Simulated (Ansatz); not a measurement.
`[F][GeH2][S][GeH3]` → `[F][GeH]` + `[SH][GeH3]`  (germylene formation by 1,1-elimination)

Computed with Ansatz on PBE0-D4/def2-TZVP structures; ΔE is electronic, products minus reactants. CBS: MP2 limit from def2 TZ/QZ plus the TZ coupled-cluster correction, frozen cores. DFT in def2-TZVPP. For Ge outer-core shells are correlated without core-valence functions, which leaves a few kJ/mol of doubt a bond. Scalar relativity is left out up to krypton. One conformer a species, not always the lowest.

```tsv
level	ΔE (kJ/mol)
ωB97X-V	178.8
CCSD(T)/def2-SVP	172.5
```

What does CCSD(T)/CBS give? (Best estimate.)

The calculation gave: +176.2 kJ/mol. The listed levels differ from it by 2.6, -3.7 kJ/mol.

What do rigid-rotor, harmonic-oscillator terms from PBE0-D4/def2-TZVP frequencies (298.15 K, 1 bar) make of the CCSD(T)/CBS value? (Estimate.)

Ansatz gave: ΔZPE = -10.7 kJ/mol, ΔH = +167.9 kJ/mol, ΔS = 158 J/(mol·K), ΔG = +120.8 kJ/mol. Modes under 50 cm⁻¹ make the entropy rough.

Largest T1 diagnostic among the species: 0.014.

At CCSD(T), def2-SVP lies −3.8 kJ/mol from the extrapolated value and def2-TZVPP +5.9 kJ/mol. The D4 term adds +16.2 kJ/mol with B3LYP and +8.7 kJ/mol with PBE0; it sums over pairs of atoms, weighted by their polarisabilities, and B3LYP, whose exchange is more repulsive, gets the larger term. In def2-TZVPP, CCSD(T) changes the Hartree–Fock value by +23.7 kJ/mol (the triples alone add +4.6 kJ/mol) and MP2 by +41.1 kJ/mol.

CCSD(T)/CBS has its own doubt, a few kJ/mol and more with outer-core shells, so smaller differences from it don't rank the levels.

B3LYP here is the variant with VWN-RPA as its local correlation; programs differ in this.
